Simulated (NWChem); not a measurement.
Program: NWChem. System: vinylene carbonate (C3H2O3), charge 0, spin multiplicity 1, at a geometry optimised with B3LYP/def2-SVP. Level: B2PLYP/3-21G, 6 core orbitals frozen.

Input file:

```
start mol
memory heap 200 mb stack 900 mb global 1100 mb
geometry units angstroms nocenter noautoz
  O      0.000000     0.000000    -1.975349
  C      0.000000     0.000000    -0.788531
  O     -1.103838     0.000000     0.022936
  C     -0.668492     0.000000     1.328202
  C      0.668492     0.000000     1.328202
  O      1.103838     0.000000     0.022936
  H     -1.417343     0.000000     2.114292
  H      1.417343     0.000000     2.114292
  symmetry group C2v
end
basis spherical
  * library 3-21g
end
dft
  xc hfexch 0.53 becke88 0.47 lyp 0.73 mp2 0.27
  dftmp2
  semidirect memsize 60000000 filesize 0
  iterations 100
end
mp2
  freeze core 6
end
task dft energy
```

NWChem printed:

```
             Northwest Computational Chemistry Package (NWChem) 7.3.0
             --------------------------------------------------------

                                NWChem Input Module
                                -------------------

 Scaling coordinates for geometry "geometry" by  1.889725989
 (inverse scale =  0.529177249)

 Turning off AUTOSYM since
 SYMMETRY directive was detected!

                             Geometry "geometry" -> ""
                             -------------------------

 Output coordinates in angstroms (scale by  1.889725989 to convert to a.u.)

  No.       Tag          Charge          X              Y              Z
 ---- ---------------- ---------- -------------- -------------- --------------
    1 O                    8.0000     0.00000000     0.00000000    -1.97534900
    2 C                    6.0000     0.00000000     0.00000000    -0.78853100
    3 O                    8.0000    -1.10383800     0.00000000     0.02293600
    4 C                    6.0000    -0.66849200     0.00000000     1.32820200
    5 C                    6.0000     0.66849200     0.00000000     1.32820200
    6 O                    8.0000     1.10383800     0.00000000     0.02293600
    7 H                    1.0000    -1.41734300     0.00000000     2.11429200
    8 H                    1.0000     1.41734300     0.00000000     2.11429200

 Effective nuclear repulsion energy (a.u.)     229.3745336870

            Nuclear Dipole moment (a.u.)
            ----------------------------
        X                 Y               Z
 ---------------- ---------------- ----------------
     0.0000000000     0.0000000000     0.0000113384

      Symmetry information
      --------------------

 Group name             C2v
 Group number             16
 Group order               4
 No. of unique centers     5

      Symmetry unique atoms

     1    2    3    4    7


 Summary of "ao basis" -> "" (spherical)
 ------------------------------------------------------------------------------
       Tag                 Description            Shells   Functions and Types
 ---------------- ------------------------------  ------  ---------------------
 *                           3-21g                    on all atoms

  dft_input: which_mp2 not specified, using semidirect MP2 by default.

                                 NWChem DFT Module
                                 -----------------

 Summary of "ao basis" -> "ao basis" (spherical)
 ------------------------------------------------------------------------------
       Tag                 Description            Shells   Functions and Types
 ---------------- ------------------------------  ------  ---------------------
 O                           3-21g                   5        9   3s2p
 C                           3-21g                   5        9   3s2p
 H                           3-21g                   2        2   2s

 Summary of "ao basis" -> "ao basis" (spherical)
 ------------------------------------------------------------------------------
       Tag                 Description            Shells   Functions and Types
 ---------------- ------------------------------  ------  ---------------------
 O                           3-21g                   5        9   3s2p
 C                           3-21g                   5        9   3s2p
 H                           3-21g                   2        2   2s

      Symmetry analysis of basis
      --------------------------

        a1         26
        a2          4
        b1         20
        b2          8

            General Information
            -------------------
          SCF calculation type: DFT
          Wavefunction type:  closed shell.
          No. of atoms     :     8
          No. of electrons :    44
           Alpha electrons :    22
            Beta electrons :    22
          Charge           :     0
          Spin multiplicity:     1
          Use of symmetry is: on ; symmetry adaption is: on
          Maximum number of iterations: 100
          AO basis - number of functions:    58
                     number of shells:    34
          Convergence on energy requested:  1.00D-06
          Convergence on density requested:  1.00D-05
          Convergence on gradient requested:  5.00D-04

              XC Information
              --------------
                     Hartree-Fock (Exact) Exchange  0.530
                    Becke 1988 Exchange Functional  0.470
              Lee-Yang-Parr Correlation Functional  0.730

             Grid Information
             ----------------
          Grid used for XC integration:  medium
          Radial quadrature: Mura-Knowles
          Angular quadrature: Lebedev.
          Tag              B.-S. Rad. Rad. Pts. Rad. Cut. Ang. Pts.
          ---              ---------- --------- --------- ---------
          O                   0.60       49          11.0       434
          C                   0.70       49           8.0       434
          H                   0.35       45           9.0       434
          Grid pruning is: on
          Number of quadrature shells:   241
          Spatial weights used:  Erf1

          Convergence Information
          -----------------------
          Convergence aids based upon iterative change in
          total energy or number of iterations.
          Levelshifting, if invoked, occurs when the
          HOMO/LUMO gap drops below (HL_TOL):  1.00D-02
          DIIS, if invoked, will attempt to extrapolate
          using up to (NFOCK): 10 stored Fock matrices.

                    Damping( 0%)  Levelshifting(0.5)       DIIS
[...]
    16 a1         17 b2         18 b1         19 a2         20 a1
    21 b1         22 b2         23 a2         24 b2         25 a1
    26 b1         27 a1         28 a1         29 b1         30 b1
    31 a1         32 b1

------------------------------------------------------------
EAF file 0: "./mol.aoints.0" size=524288 bytes
------------------------------------------------------------
               write      read    awrite     aread      wait
               -----      ----    ------     -----      ----
     calls:        1         0         0         0         0
   data(b): 5.24e+05  0.00e+00  0.00e+00  0.00e+00
   time(s): 0.00e+00  0.00e+00  0.00e+00  0.00e+00  0.00e+00
rate(mb/s): 0.00e+00  0.00e+00
------------------------------------------------------------

   convergence    iter        energy       DeltaE   RMS-Dens  Diis-err    time
 ---------------- ----- ----------------- --------- --------- ---------  ------
 d= 0,ls=0.0,diis     1   -338.4769048437 -5.68D+02  2.64D-02  1.42D+00     0.3
 d= 0,ls=0.0,diis     2   -338.4320562112  4.48D-02  1.50D-02  2.38D+00     0.3
 d= 0,ls=0.0,diis     3   -338.6490151734 -2.17D-01  2.89D-03  5.42D-02     0.3
 d= 0,ls=0.0,diis     4   -338.6530694292 -4.05D-03  9.17D-04  1.16D-02     0.4
 d= 0,ls=0.0,diis     5   -338.6540560550 -9.87D-04  2.34D-04  3.88D-04     0.4
  Resetting Diis
 d= 0,ls=0.0,diis     6   -338.6540938642 -3.78D-05  9.48D-05  1.65D-05     0.4
 d= 0,ls=0.0,diis     7   -338.6540971305 -3.27D-06  2.78D-05  1.16D-06     0.5
 d= 0,ls=0.0,diis     8   -338.6540972640 -1.34D-07  1.06D-05  7.92D-07     0.5
 d= 0,ls=0.0,diis     9   -338.6540973523 -8.83D-08  5.66D-06  1.13D-07     0.6

         Total DFT energy =     -338.654097352324
      One electron energy =     -916.457789801876
           Coulomb energy =      390.465264983096
    Exchange-Corr. energy =      -42.036106220554
 Nuclear repulsion energy =      229.374533687010

 Numeric. integr. density =       43.999993499130

     Total iterative time =      0.5s

                  Occupations of the irreducible representations
                  ----------------------------------------------

                     irrep           alpha         beta
                     --------     --------     --------
                     a1               11.0         11.0
                     a2                1.0          1.0
                     b1                7.0          7.0
                     b2                3.0          3.0

                       DFT Final Molecular Orbital Analysis
                       ------------------------------------

 Vector   20  Occ=2.000000D+00  E=-4.447849D-01  Symmetry=b2
              MO Center=  1.1D-16,  1.5D-15, -6.6D-01, r^2= 2.9D+00
   Bfn.  Coefficient  Atom+Function         Bfn.  Coefficient  Atom+Function
  ----- ------------  ---------------      ----- ------------  ---------------
     8      0.370620  1 O  py                 4      0.349851  1 O  py
    13      0.244434  2 C  py                17      0.210365  2 C  py
    31     -0.193164  4 C  py                40     -0.193164  5 C  py
    35     -0.189718  4 C  py                44     -0.189718  5 C  py
    26     -0.112889  3 O  py                53     -0.112889  6 O  py

 Vector   21  Occ=2.000000D+00  E=-3.784941D-01  Symmetry=b1
              MO Center= -5.0D-17,  2.5D-19, -1.5D+00, r^2= 1.7D+00
   Bfn.  Coefficient  Atom+Function         Bfn.  Coefficient  Atom+Function
  ----- ------------  ---------------      ----- ------------  ---------------
     7      0.497210  1 O  px                 3      0.481318  1 O  px
    16      0.222803  2 C  px                24      0.180753  3 O  s
    51     -0.180753  6 O  s                 25      0.166097  3 O  px
    52      0.166097  6 O  px                27     -0.158769  3 O  pz
    54      0.158769  6 O  pz                21      0.112053  3 O  px

 Vector   22  Occ=2.000000D+00  E=-3.026858D-01  Symmetry=b2
              MO Center=  3.7D-17,  2.4D-16,  3.8D-01, r^2= 2.9D+00
   Bfn.  Coefficient  Atom+Function         Bfn.  Coefficient  Atom+Function
  ----- ------------  ---------------      ----- ------------  ---------------
     8      0.287361  1 O  py                35      0.285819  4 C  py
    44      0.285819  5 C  py                26     -0.279719  3 O  py
    31      0.280152  4 C  py                40      0.280152  5 C  py
    53     -0.279719  6 O  py                 4      0.231211  1 O  py
    22     -0.219060  3 O  py                49     -0.219060  6 O  py

 Vector   23  Occ=0.000000D+00  E= 6.221156D-02  Symmetry=a2
              MO Center=  1.1D-15, -7.0D-17,  1.3D+00, r^2= 1.9D+00
   Bfn.  Coefficient  Atom+Function         Bfn.  Coefficient  Atom+Function
  ----- ------------  ---------------      ----- ------------  ---------------
    35      0.685980  4 C  py                44     -0.685980  5 C  py
    31      0.371527  4 C  py                40     -0.371527  5 C  py
    26     -0.231862  3 O  py                53      0.231862  6 O  py
    22     -0.148103  3 O  py                49      0.148103  6 O  py

 Vector   24  Occ=0.000000D+00  E= 9.824440D-02  Symmetry=b2
              MO Center= -1.2D-15, -5.6D-16, -9.6D-01, r^2= 1.5D+00
   Bfn.  Coefficient  Atom+Function         Bfn.  Coefficient  Atom+Function
  ----- ------------  ---------------      ----- ------------  ---------------
    17      0.619920  2 C  py                13      0.500244  2 C  py
     8     -0.486396  1 O  py                 4     -0.320466  1 O  py
    26     -0.275987  3 O  py                53     -0.275987  6 O  py
    22     -0.199970  3 O  py                49     -0.199970  6 O  py
    35      0.049196  4 C  py                44      0.049196  5 C  py

 Vector   25  Occ=0.000000D+00  E= 1.662762D-01  Symmetry=a1
              MO Center=  1.6D-16,  7.3D-16,  9.9D-01, r^2= 3.0D+00
   Bfn.  Coefficient  Atom+Function         Bfn.  Coefficient  Atom+Function
  ----- ------------  ---------------      ----- ------------  ---------------
    36      0.719581  4 C  pz                45      0.719581  5 C  pz
    24      0.656255  3 O  s                 51      0.656255  6 O  s
    56     -0.548280  7 H  s                 58     -0.548280  8 H  s
    15     -0.403812  2 C  s                  6      0.357123  1 O  s
    27      0.342749  3 O  pz                54      0.342749  6 O  pz

 center of mass
 --------------
 x =   0.00000000 y =   0.00000000 z =  -0.09197349

 moments of inertia (a.u.)
 ------------------
         432.227326240839           0.000000000000           0.000000000000
           0.000000000000         624.181249910034           0.000000000000
           0.000000000000           0.000000000000         191.953923669195

     Multipole analysis of the density
     ---------------------------------

     L   x y z        total         alpha         beta         nuclear
     -   - - -        -----         -----         ----         -------
     0   0 0 0     -0.000000    -22.000000    -22.000000     44.000000

     1   1 0 0     -0.000000     -0.000000     -0.000000      0.000000
     1   0 1 0      0.000000      0.000000      0.000000      0.000000
     1   0 0 1      1.937481      0.968735      0.968735      0.000011

     2   2 0 0    -25.048928    -64.082838    -64.082838    103.116747
     2   1 1 0      0.000000      0.000000      0.000000      0.000000
     2   1 0 1      0.000000      0.000000      0.000000      0.000000
     2   0 2 0    -24.474256    -12.237128    -12.237128      0.000000
     2   0 1 1      0.000000      0.000000      0.000000      0.000000
     2   0 0 2    -24.497520   -128.424483   -128.424483    232.351446

                   NWChem MP2 Semi-direct Energy/Gradient Module
                   ---------------------------------------------

  Basis functions       =     58
  Molecular orbitals    =     58
  Frozen core           =      6
  Frozen virtuals       =      0
  Active alpha occupied =     16
  Active beta occupied  =     16
  Active alpha virtual  =     36
  Active beta virtual   =     36
  Use MO symmetry       = T
  Use skeleton AO sym   = T

  AO/Fock/Back tols     =   1.0D-09  1.0D-09  1.0D-09

 GA uses MA = F    GA memory limited = T

 Available:
  local mem=  4.43D+07
 global mem=  1.44D+08
 local disk=  0.00D+00
  mp2_memr nvloc                    36
  nvloc new                    36
   1 passes of  16:        2097152                      12150                   3225434.
   1 passes of  16: M     44319019           G      144172472           F      42221867.

 Semi-direct pass number   1 of   1  for RHF alpha+beta  at        0.6s
  vrange nnbf                  1644
  mp2_eaftype                    12  avail_ma_in_mb                   386
 EAF : mp2_eaftype filesize          12    1612717.
  mp2_eaf for mointskh                     12
Node 0 wrote      7.6 Mb in      0.0 s     Agg I/O rate:  1519.6 Mb/s
 Done moints_semi at        0.8s
  mp2_eaftype                    12  avail_ma_in_mb                   386
 EAF : mp2_eaftype filesize          12    1612717.
  mp2_eaf for kh                    12
 Done maket at        0.9s
 Done multipass loop at        0.9s

          -------------------------------------------
          DFT energy                    -338.654097352324
          Unscaled MP2 energy             -0.791592750707
          Total DFT+MP2 energy          -338.867827395015
          -------------------------------------------

 -----------------------
 Performance information
 -----------------------

 Timer overhead =  9.61D-08 seconds/call

               Nr. of calls         CPU time (s)                 Wall time (s)                GFlops
             ---------------    -------------------     ------------------------------   -------------------
Name         Min   Avg   Max    Min     Avg     Max     Min     Avg     Max   Mx/calls   Min     Max     Sum
mp2: moin     1     1     1   0.27    0.27    0.27     0.27    0.27    0.27    0.27      0.0     0.0     0.0
mp2: make     1     1     1   3.14E-2 3.14E-2 3.14E-2  3.14E-2 3.14E-2 3.14E-2 3.14E-2   0.0     0.0     0.0
mp2: tota     1     1     1   0.31    0.31    0.31     0.31    0.31    0.31    0.31      0.0     0.0     0.0

 The average no. of pstat calls per process was 3.00D+00
 with a timing overhead of 2.88D-07s

 Task  times  cpu:        0.9s     wall:        0.9s

 Total times  cpu:        0.9s     wall:        0.9s
```
